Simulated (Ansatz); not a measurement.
A run for Ansatz (an electronic-structure program): R-B2PLYP/def2-TZVPP on C4H6 (SMILES C=CC=C).

Ansatz 0.2 input:
```yaml
crystal:
  periodic: [false, false, false]
  atoms:
    - {symbol: C, position_ang: [1.70952592, 0.20943547, -0.65560597]}
    - {symbol: C, position_ang: [0.69310137, -0.18285104, 0.11404944]}
    - {symbol: C, position_ang: [-0.69310137, 0.18285104, -0.11404944]}
    - {symbol: C, position_ang: [-1.70952592, -0.20943547, 0.65560597]}
    - {symbol: H, position_ang: [1.55032935, 0.84193346, -1.52132110]}
    - {symbol: H, position_ang: [2.72803834, -0.08864457, -0.44693741]}
    - {symbol: H, position_ang: [0.88871480, -0.81740680, 0.97409455]}
    - {symbol: H, position_ang: [-0.88871479, 0.81740680, -0.97409455]}
    - {symbol: H, position_ang: [-2.72803834, 0.08864457, 0.44693741]}
    - {symbol: H, position_ang: [-1.55032935, -0.84193346, 1.52132110]}
basis:
  gaussian:
    orbitals: def2-TZVPP
hamiltonian:
  xc: {name: B2PLYP}
magnetization: {spin_polarized: false}
correlation: {electrons: outside_noble_gas}
scf: {lower_state_search: off}
```

Output:

```
WARN ansatz: RAYON_NUM_THREADS=4 ignored (pool sized by the plan → 4); use --threads N
Functional definition: B2PLYP
these checks for a lower state are left out or cut short: stability, starts, cluster_reference, orbital_swaps, neighbouring_geometries, increment
integrals: 0.35 GiB planned
1225 factors; integrals over basis functions are off by at most 7.7e-4 eV
mean field: 0.97 GiB planned
mean field evaluation 1: about -4231.5782 eV, gradient 4.5e1 eV
mean field evaluation 2: about -4231.5810 eV, gradient 4.5e1 eV
mean field evaluation 4: about -4236.4733 eV, gradient 4.0e0 eV
mean field evaluation 8: about -4236.5116 eV, gradient 1.1e-1 eV
mean field evaluation 16: about -4236.5116 eV, gradient 1.7e-5 eV
mean field -4236.51160140 eV, -155.6889297408 hartree, gradient 1.1e-6 eV, S^2 0.000000; 0 other end points of the search recorded, 0 dependent functions left out
4 core orbitals not correlated
reference -4236.51176481 eV, -155.6889357461 hartree; 11, 11 occupied and 193, 193 virtual orbitals, 1225 factors
second order -21.51987070 eV of doubles, -0.00000000 eV of singles
Total energy: -4242.32212990 eV, -155.9024627247 hartree
Checks for a lower state left out: stability, starts, cluster_reference, orbital_swaps, neighbouring_geometries, increment
```

The run converged.

Cost: about 6 core-seconds (a rough figure).
